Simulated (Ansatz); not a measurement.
`BO[SiH2]S[SiH3]` + `[F][GeH3]` → `BO[SiH2][GeH2][F]` + `[SiH3]S`  (formal exchange of groups at the Si–S bond)

Calculated with Ansatz (gas phase, PBE0-D4/def2-TZVP geometries, no zero-point term in ΔE). CCSD(T)/CBS is the MP2 limit (def2-TZVPP, def2-QZVPP) plus CCSD(T) − MP2 in def2-TZVPP, frozen cores. DFT in def2-TZVPP. B3LYP here is the variant with VWN-RPA as its local correlation; programs differ in this. For Ge outer-core shells are correlated without core-valence functions, which leaves a few kJ/mol of doubt a bond. Scalar relativity is left out up to krypton. Each species was taken in one conformer, which may not be the lowest.

Problem. Is it downhill or uphill in electronic energy at CCSD(T)/CBS, and by how much? (Best estimate.)

Solution. The calculation gave: Uphill: ΔE = +0.72 eV.

Problem. What do these levels give: PBE0-D4, ωB97X-V, ωB97M-V, B2PLYP, B3LYP, CCSD/def2-TZVPP? (An estimate is asked.)

Solution. Computed: PBE0-D4 0.68, ωB97X-V 0.70, ωB97M-V 0.73, B2PLYP 0.67, B3LYP 0.58, CCSD/def2-TZVPP 0.67 eV.

Largest T1 diagnostic among the species: 0.013.

From PBE to PBE0 (25 % exact exchange), in def2-TZVPP and without D4, ΔE moves by +0.05 eV. The D4 term adds +0.09 eV with B3LYP and +0.05 eV with PBE0; it sums over pairs of atoms, weighted by their polarisabilities, and B3LYP, whose exchange is more repulsive, gets the larger term.
